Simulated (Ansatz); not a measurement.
C$_{3}$H$_{11}$NTi (`[CH3][Ti]([CH3])([CH3])[NH2]`), relaxed with RKS PBE0-D4/def2-TZVP in the Gaussian-basis code of Ansatz from a PBE-D4/def2-SVP geometry. The force threshold is 0.005 eV/Å; the program also tests the step.

Total charge 0; spin multiplicity 1.

Start:

```xyz
16

C     1.044    1.599   -0.452
Ti    0.054   -0.131    0.155
C    -0.009   -1.398   -1.490
C    -1.851    0.433    0.766
N     1.057   -0.855    1.558
H     1.145    2.325    0.384
H     2.061    1.355   -0.831
H     0.458    2.072   -1.274
H    -0.838   -2.131   -1.364
H    -0.211   -0.786   -2.398
H     0.942   -1.952   -1.642
H    -2.527   -0.451    0.743
H    -2.240    1.197    0.056
H    -1.857    0.865    1.790
H     1.844   -1.505    1.444
H     0.930   -0.637    2.553
```

```csv
step,energy (eV),largest force (eV/Å),largest move (Å)
1,-27886.6784,0.605,0.000
2,-27886.7305,0.231,0.043
3,-27886.7350,0.027,0.012
4,-27886.7353,0.018,0.016
5,-27886.7355,0.017,0.019
6,-27886.7356,0.027,0.023
7,-27886.7358,0.031,0.035
8,-27886.7359,0.021,0.007
9,-27886.7360,0.010,0.027
10,-27886.7361,0.012,0.029
11,-27886.7361,0.017,0.019
12,-27886.7361,0.011,0.005
13,-27886.7361,0.008,0.004
14,-27886.7361,0.005,0.003
15,-27886.7362,0.001,0.006
```

End:

```xyz
16

C     1.051    1.605   -0.445
Ti    0.074   -0.122    0.155
C    -0.015   -1.369   -1.493
C    -1.827    0.444    0.743
N     1.037   -0.897    1.569
H     1.126    2.324    0.378
H     2.063    1.381   -0.798
H     0.486    2.065   -1.265
H    -0.711   -2.194   -1.301
H    -0.373   -0.804   -2.362
H     0.968   -1.788   -1.734
H    -2.453   -0.444    0.891
H    -2.281    1.067   -0.036
H    -1.806    1.017    1.676
H     1.759   -1.598    1.470
H     0.901   -0.686    2.549
```

It took 46 s on 4 threads of an Intel Xeon 6975P-C on a shared host, with 0.83 GiB of host memory at the peak.
